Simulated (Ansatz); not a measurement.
Z-matrix (Å, degrees):
```
C
B 1 1.513
C 1 1.559 2 59.0
H 1 1.086 2 120.3 3 105.4
H 1 1.086 2 120.3 3 -105.4
Br 2 1.873 1 149.0 3 180.0
H 3 1.086 1 117.1 2 -110.7
H 3 1.086 1 117.1 2 110.7
```

The species carries charge 0 and has multiplicity 1.

Task: List the CAM-B3LYP/def2-TZVPP orbital energies in eV (the Gaussian-basis code of Ansatz). (An estimate is asked.)

Result: Computed: Occupied: -13141.25, -1702.72, -1534.48, -1534.43, -1534.41, -278.61, -278.61, -238.81, -186.98, -179.71, -179.57, -179.49, -74.07, -74.03, -73.97, -73.85, -73.84, -24.23, -23.62, -18.52, -15.31, -14.66, -13.54, -11.85, -10.96, -10.50, -9.86, -8.57. Lowest empty: -0.14, 1.56, 2.58, 2.87, 2.91, 3.48, 5.03, 5.07.
